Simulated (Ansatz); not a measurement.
Isomers of H6Au3 (doublet), relaxed with PBE0-D4/def2-SVP; total energies from Ansatz at B2PLYP/def2-TZVP.

```tsv
isomer	description	energy (Eh)
A	point group not assigned; 1 × Au–Au 2.68 Å; 8 × Au–H 1.58 to 1.81 Å	-410.15471
B	point group not assigned; 1 × Au–Au 2.70 Å; 8 × Au–H 1.55 to 1.80 Å	-410.14845
C	point group Cs; 8 × Au–H 1.60 to 1.94 Å	-410.15566
```

In the def2 sets Au takes a core potential; there is no spin–orbit coupling. Correlated methods freeze no core orbitals; core or outer-core shells of Au are correlated, in sets that lack core-valence functions.

The isomers come from a short search, and lower ones may exist.

Problem. Work out the relative energies (1 Eh = 2625.5 kJ/mol) and the Boltzmann populations at 800 K from electronic energies alone (R = 8.314 J/mol/K).

Solution. ΔE: A 2.5, B 18.9, C 0.0 kJ/mol. RT = 6.65 kJ/mol. Factors exp(−ΔE/RT): A 0.687, B 0.0583, C 1; sum 1.745. Populations: A 39.4 %, B 3.3 %, C 57.3 %. Zero-point energy, vibrational entropy and symmetry numbers are left out and can shift these; an error of 4 kJ/mol changes a ratio by a factor of 1.8. Over the other density-functional and correlated levels in def2 sets, the gap between C and A ranges from -23 to -1 kJ/mol.
